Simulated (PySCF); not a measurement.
Cd(Me) (CH₃Cd), SMILES [CH3][Cd] (connectivity only; charge and spin as stated), neutral, multiplicity 2.

Coordinates come from a B3LYP-D3(BJ)/def2-TZVP optimisation. The spin state was assumed, not searched. The isomer is the one that the SMILES or the coordinates give; other isomers of the formula were not compared. The def2 effective core potentials stand for the cores of Cd; spin–orbit coupling is left out.

Calculation: PBE/def2-TZVPD (PySCF).

Isolated molecule, no solvent.

The total energy is -207.59563 hartree, the point group is C3v and the α spin, highest occupied and lowest empty level comes out as -4.19 and -1.17 eV. The β spin, highest occupied and lowest empty level comes out as -6.52 and -3.17 eV and the dipole moment is 0.10 D. The quadrupole, principal values (traceless, Buckingham form, about the centre of nuclear charge) comes out as -4.01, 2.00, 2.00 D·Å and the mean static polarisability comes out as 66.1 bohr³ (9.80 Å³). The polarisability, principal values comes out as 54.5, 54.5, 89.3 bohr³. The ⟨S²⟩ comes out as 0.755 (pure state 0.75).
